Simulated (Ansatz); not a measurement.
`[SiH3]N([SiH3])[Si]Br` + HCl → `Cl[Si]Br` + `[SiH3]N[SiH3]` at 400 K and 1 bar (ligand exchange at the Si–N bond).

Calculated with Ansatz (gas phase, PBE0-D4/def2-TZVP geometries, no zero-point term in ΔE). CBS: MP2 limit from def2 TZ/QZ plus the TZ coupled-cluster correction, frozen cores. This one scheme is used for every species. For Br outer-core shells are correlated without core-valence functions, which leaves a few kJ/mol of doubt a bond. Scalar relativity is left out up to krypton. Each species was taken in one conformer, which may not be the lowest.

```tsv
species	CCSD(T)/CBS energy (Eh)	H − E (kJ/mol)	S (J/(mol·K))
`[SiH3]N([SiH3])[Si]Br`	-3498.95213	193.7	433.7
HCl	-460.38127	29.6	195.4
`Cl[Si]Br`	-3322.23177	24.9	315.2
`[SiH3]N[SiH3]`	-637.10515	203.4	366.7
```

H − E and S are ideal-gas, rigid-rotor, harmonic terms from PBE0-D4/def2-TZVP, for one conformer and one mirror image of each species. 1 Eh = 2625.50 kJ/mol, R = 8.31446 J/(mol·K).

**Question.** By hand: ΔE, ΔH, ΔS and ΔG.

**Answer.** ΔE = (-3322.23177) + (-637.10515) − (-3498.95213) − (-460.38127) = -0.00352 Eh = -9.2 kJ/mol. Δ(H − E) = 24.9 + 203.4 − 193.7 − 29.6 = 5.0, so ΔH = -4.2 kJ/mol. ΔS = 315.2 + 366.7 − 433.7 − 195.4 = 52.8 J/(mol·K). ΔG = -4.2 − 400 × (52.8)/1000 = -25.3 kJ/mol.

**Question.** By hand: the equilibrium constant, and the temperature at which ΔG would vanish if ΔH and ΔS stayed fixed.

**Answer.** log₁₀ K = −ΔG/(RT ln 10) = 3.3. ΔH and −TΔS have one sign here, so there is no such temperature.

TΔS isn't small against ΔH here. A doubt of 5 kJ/mol in ΔE shifts log₁₀ K by 0.7 here. Other conformers and mirror images would add mixing entropy, several J/(mol·K) or more a flexible species. Modes under 60 cm⁻¹, often nearly free rotors, make the harmonic entropy too high. These are equilibria of isolated gas molecules and say nothing of rates. Largest T1 diagnostic: 0.012 (customary marks: 0.02 for closed shells, 0.045 for open ones).
